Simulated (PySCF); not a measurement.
**Electron correlation in Mn²⁺ (manganese, charge +2)**

[Ar] 3d5, high-spin 6S determinant. Calculation: PySCF 2.14, in aug-cc-pVDZ-DK; the spin-free X2C one-electron Hamiltonian (Gaussian nucleus). Frozen: [Ar]; 5 electrons correlated.

```json
{"level": "CCSD", "correlation energy (mhartree)": "-60.18"}
{"level": "(T)", "correlation energy (mhartree)": "-0.51"}
{"level": "CCSD(T)", "correlation energy (mhartree)": "-60.69"}
```

Diagnostics: T1 = 0.0054, D1 = 0.0076, largest double amplitude 0.023.

Cost of the coupled-cluster step: of the order of 2.2 core-seconds, for 5 correlated electrons.

Iterations:

```
CC2 = 0
CCSD nocc = (np.int64(5), np.int64(0)), nmo = (50, 50)
frozen orbitals [[0, 1, 2, 3, 4, 5, 6, 7, 8], [0, 1, 2, 3, 4, 5, 6, 7, 8]]
max_cycle = 100
direct = 0
conv_tol = 1e-08
conv_tol_normt = 1e-06
diis_space = 8
diis_start_cycle = 0
Init t2, MP2 energy = -0.054960135005633
Init E_corr(UCCSD) = -0.0549601350060467
cycle = 1  E_corr(UCCSD) = -0.0594768910558295  dE = -0.00451675605  norm(t1,t2) = 0.0163366
cycle = 2  E_corr(UCCSD) = -0.0600784173936017  dE = -0.000601526338  norm(t1,t2) = 0.00302336
cycle = 3  E_corr(UCCSD) = -0.0601923969262805  dE = -0.000113979533  norm(t1,t2) = 0.00089908
cycle = 4  E_corr(UCCSD) = -0.060184860482776  dE = 7.5364435e-06  norm(t1,t2) = 7.93292e-05
cycle = 5  E_corr(UCCSD) = -0.060184171679478  dE = 6.88803298e-07  norm(t1,t2) = 1.53445e-05
cycle = 6  E_corr(UCCSD) = -0.0601842522112447  dE = -8.05317667e-08  norm(t1,t2) = 1.36855e-06
cycle = 7  E_corr(UCCSD) = -0.0601842456100012  dE = 6.60124347e-09  norm(t1,t2) = 9.97294e-08
UCCSD converged
E(UCCSD) = -1156.673935157842  E_corr = -0.06018424561000121
UCCSD(T) correction = -0.000505520562471932
```
